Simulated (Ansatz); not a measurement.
Ansatz (a program for electronic structure) input:
A basis named .json is the Basis Set Exchange file of that set.

Ansatz 0.2 input:
```yaml
crystal:
  periodic: [false, false, false]
  atoms:
    - {symbol: Si, position_ang: [-0.18436920, 0.39299459, 0.01221630]}
    - {symbol: O, position_ang: [-0.82292683, -0.90004726, 0.77014844]}
    - {symbol: C, position_ang: [-1.39958002, -2.01630383, 0.10432781]}
    - {symbol: O, position_ang: [1.19948046, 0.09739942, -0.79509888]}
    - {symbol: C, position_ang: [2.44190564, -0.20547902, -0.17339229]}
    - {symbol: O, position_ang: [0.16258373, 1.49258460, 1.17182937]}
    - {symbol: O, position_ang: [-1.27888758, 0.88688754, -1.09786309]}
    - {symbol: H, position_ang: [-1.80611524, -2.68525173, 0.86226522]}
    - {symbol: H, position_ang: [-0.64712945, -2.55666049, -0.47648013]}
    - {symbol: H, position_ang: [-2.20318949, -1.70082555, -0.56445146]}
    - {symbol: H, position_ang: [2.72937578, 0.57922625, 0.52958636]}
    - {symbol: H, position_ang: [2.38979974, -1.15795124, 0.36101082]}
    - {symbol: H, position_ang: [3.19781251, -0.28123885, -0.95447906]}
    - {symbol: H, position_ang: [-0.45231528, 1.57047743, 1.90497532]}
    - {symbol: H, position_ang: [-0.96302173, 1.44640274, -1.81119511]}
basis:
  gaussian:
    orbitals: aug-cc-pV_D+d_Z.json
magnetization: {spin_polarized: false}
correlation: {method: ccsd_t, electrons: outside_noble_gas}
output: {forces: true}
```

**Question.** Which total energy does the run end on?

**Answer.** -670.30660 Eh (CCSD(T)/aug-cc-pV(D+d)Z). The basis has 242 functions. The run takes around 90 core-minutes (rough).
